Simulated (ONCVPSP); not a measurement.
## Before and after: ONCV potential for Rh (Z = 45)

* Element: rhodium (Rh)
* Generator: ONCVPSP 4.0.1
* Type: optimised norm-conserving Vanderbilt (ONCV)
* Functional: revPBE
* Relativity: scalar-relativistic
* Frozen core: [Kr]
* Valence charge: 9
* Reference configuration: 4d8 5s1
* Partial waves: 5s: rc 2.70 bohr, ncon 4, nbas 7, qcut 2.8 1/bohr, 2 projectors, debl 0.3 Ha; p scattering state at 0.2 Ha: rc 2.70 bohr, ncon 4, nbas 9, qcut 3.6 1/bohr, 1 projector; 4d: rc 1.95 bohr, ncon 4, nbas 8, qcut 8.9 1/bohr, 2 projectors, debl 2.4 Ha
* Local potential: polynomial inside 1.75 bohr (lpopt 5, dvloc0 1 Ha)
* Core correction: none

In the p channel the program set the typed energies aside and used 0.050 Ha.

All-electron outer shells of the reference configuration (revPBE, scalar-relativistic, ld1.x):

```tsv
shell	level (eV)	outermost node (bohr)	outermost maximum (bohr)
4p	-50.36	0.47	0.94
4d	-5.88	0.46	1.14
5s	-4.19	1.19	2.63
```

Change: s: qcut 1.8; p: qcut 2.4; d: qcut 5.9.

Cutoffs: the cutoffs (Ha) at which the residual kinetic energy of the hardest occupied pseudo-wave falls to 1 and 0.1 mHa per electron; they do not see the model core or the augmentation charge, which bear on the density cutoff. Errors are all-electron minus pseudo energies relative to the spin-unpolarised reference configuration.

Problem. What does the change do?

Solution. The potential gets neither clearly harder nor softer (24 Ha and 29 Ha → 18 Ha and 56 Ha); the d channel sets the loose cutoff, while the largest relative change is in s, which becomes harder; the lowest positive-energy flag moves from s at 5.8 eV to s at 20.1 eV; of the 4 tests that both files solve, the error grows in 2 and shrinks in 2 by more than 15 % and 0.3 meV (median size 32.2 → 28.7 meV); neither file shows a bound ghost.

| quantity | base | changed |
| --- | --- | --- |
| cutoff, loose | 24 Ha | 18 Ha |
| cutoff, tight | 29 Ha | 56 Ha |
| loose cutoff by channel | s 3.4 Ha, d 24 Ha | s 12 Ha, d 18 Ha |
| bound ghosts | none | none |
| GHOST(+) flags under 300 eV | s at 5.8 eV | s at 20.1 eV |
| error for 4d8 5s0, meV [ΔE 7.33 eV] | +6.3 | +15 |
| error for 4d7 5s0, meV [ΔE 26.75 eV] | +44 | +27 |
| error for 4d6 5s0, meV [ΔE 59.18 eV] | -20 | -31 |
| error for 4d7 5s1 5p1, meV [ΔE 6.64 eV] | -54 | -30 |
| s: phases at 2.73 bohr within 0.05 rad from the reference energy up to (Ha; the scan ends near 5) | 2.1 | 2.3 |
| p: phases at 2.73 bohr within 0.05 rad from the reference energy up to (Ha; the scan ends near 5) | 0.5 | 0.4 |
| d: phases at 1.98 bohr within 0.05 rad from the reference energy up to (Ha; the scan ends near 5) | to the end of the scan | to the end of the scan |
